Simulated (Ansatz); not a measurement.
Abridged output of a molecular run in Ansatz:

```
Functional definition: HF
1140 factors; integrals over basis functions are off by at most 1.4e-3 eV
mean field evaluation 1: about -14008.9554 eV, gradient 4.2e1 eV
mean field evaluation 2: about -14008.9596 eV, gradient 4.2e1 eV
mean field evaluation 4: about -14013.0148 eV, gradient 3.6e0 eV
mean field evaluation 8: about -14013.0603 eV, gradient 2.4e-4 eV
mean field -14013.06033514 eV, -514.9704689231 hartree, gradient 8.9e-7 eV, S^2 0.000000; 0 other end points of the search recorded, 0 dependent functions left out
9 core orbitals not correlated: weight in the atoms' cores, before any rotation towards them, 1.000 or more for the frozen orbitals, at most 0.000 for the correlated occupied ones
reference -14013.06033514 eV, -514.9704689231 hartree; 16, 16 occupied and 89, 89 virtual orbitals, 1140 factors
second order -20.88494787 eV of doubles, -0.00000000 eV of singles
cycle   1  -21.69577953 eV  change   -8.1e-1 eV  update   9.5e-2
cycle   2  -22.25022648 eV  change   -5.5e-1 eV  update   2.7e-2
cycle   3  -22.35650801 eV  change   -1.1e-1 eV  update   1.3e-2
cycle   4  -22.35123315 eV  change    5.3e-3 eV  update   2.9e-3
cycle   5  -22.35118657 eV  change    4.7e-5 eV  update   1.3e-3
cycle   6  -22.35138776 eV  change   -2.0e-4 eV  update   4.0e-4
cycle   7  -22.35111208 eV  change    2.8e-4 eV  update   1.5e-4
cycle   8  -22.35104287 eV  change    6.9e-5 eV  update   5.1e-5
cycle   9  -22.35105071 eV  change   -7.8e-6 eV  update   1.9e-5
perturbative correction -0.58073708 eV, -0.0213416942 hartree
Total energy: -14035.99212294 eV, -515.8131965808 hartree
```

Its atoms:

Cartesian coordinates in Å:
```
N -1.905 -0.545 0.568
C -0.745 0.225 0.194
O -1.108 1.055 -0.887
N 0.406 -0.543 -0.174
Si 2.004 0.118 -0.119
H -2.172 -1.156 -0.196
H -1.697 -1.123 1.373
H -0.460 0.831 1.066
H -1.967 1.431 -0.670
H 0.201 -1.176 -0.937
H 2.342 1.101 -1.186
H 2.959 -1.016 -0.226
H 2.141 0.797 1.195
```

(1) Which basis set was used?
A. def2-SVP
B. def2-SVPD
C. def2-QZVPP
D. def2-TZVPP

(2) Write the keys of the input that set method, charge and spin (a neutral closed shell needs none for the last two).

Answers

(1) A. It gives 114 functions.

(2) 
```yaml
correlation: {method: ccsd_t}
```
